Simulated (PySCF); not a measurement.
Geometry:
```tsv
atom	x (Å)	y (Å)	z (Å)
C1	-1.293	-1.147	-0.743
C2	-1.273	0.294	-0.232
C3	-1.715	0.349	1.231
C4	-2.216	1.146	-1.083
C5	0.141	0.892	-0.339
C6	1.257	0.143	0.427
O7	2.187	-0.271	-0.561
B8	1.752	0.186	-1.764
O9	0.589	0.886	-1.693
H10	-1.001	-1.191	-1.803
H11	-2.306	-1.569	-0.657
H12	-0.616	-1.804	-0.173
H13	-1.080	-0.272	1.883
H14	-1.690	1.381	1.618
H15	-2.747	-0.020	1.333
H16	-1.886	1.161	-2.132
H17	-3.241	0.747	-1.046
H18	-2.245	2.187	-0.722
H19	0.085	1.944	-0.009
H20	0.885	-0.742	0.965
H21	1.766	0.790	1.158
H22	2.340	-0.010	-2.792
```

Geometry: PBE0-D3(BJ)/def2-SVP; GIAO shifts from PySCF, gas phase, non-relativistic, averaged over equivalent atoms.

At B3LYP/pcSseg-1 (218 basis functions, 79 s wall time on 1 thread of an Arm Neoverse N1, shared host):
```json
{"atoms": "C5", "δ (ppm)": "87.5"}
{"atoms": "C6", "δ (ppm)": "69.6"}
{"atoms": "C2", "δ (ppm)": "35.7"}
{"atoms": "C1/C3/C4", "δ (ppm)": "25.7"}
{"atoms": "O9", "δ (ppm)": "162.4"}
{"atoms": "O7", "δ (ppm)": "147.0"}
{"atoms": "B8", "δ (ppm)": "27.6"}
{"atoms": "H21", "δ (ppm)": "4.09"}
{"atoms": "H20", "δ (ppm)": "4.06"}
{"atoms": "H22", "δ (ppm)": "4.04"}
{"atoms": "H19", "δ (ppm)": "3.91"}
{"atoms": "H10/H11/H12/H13/H14/H15/H16/H17/H18", "δ (ppm)": "0.85"}
```

δ = σ(ref) − σ, references computed at the same level: ¹³C (σref 179.24), ¹H (σref 31.38) vs TMS; ¹⁷O (σref 334.04) vs H2O; ¹¹B (σref 97.83) vs BF3·OEt2.

**Question.** What do these become at PBE0/pcSseg-1?

**Answer.** 
```tsv
atoms	δ at PBE0/pcSseg-1	change
C5	85.6	-1.9
C6	68.2	-1.4
C2	34.0	-1.7
C1/C3/C4	25.1	-0.6
O9	158.3	-4.1
O7	142.7	-4.3
B8	27.5	-0.1
H21	4.07	-0.02
H20	4.03	-0.03
H22	4.13	+0.09
H19	3.90	-0.01
H10/H11/H12/H13/H14/H15/H16/H17/H18	0.84	-0.01
```

References, each an isolated molecule treated in the same way: ¹³C (σref 184.41) and ¹H (σref 31.27) against TMS; ¹⁷O (σref 334.56) vs H2O; ¹¹B (σref 100.73) against BF3·OEt2.

The largest change is at O7 (oxygen bonded to C, B, in a 5-membered ring). Cost: 218 basis functions, 98 s wall time on 1 thread of an Arm Neoverse N1, shared host. The order of the carbon signals is the same at both levels.

The carbons averaged at δ 25.7 differ by 10 ppm in this conformer. Experimental scales use liquid or dissolved standards, which lie at an offset from isolated H2O (liquid H2O: subtract about 36 ppm).
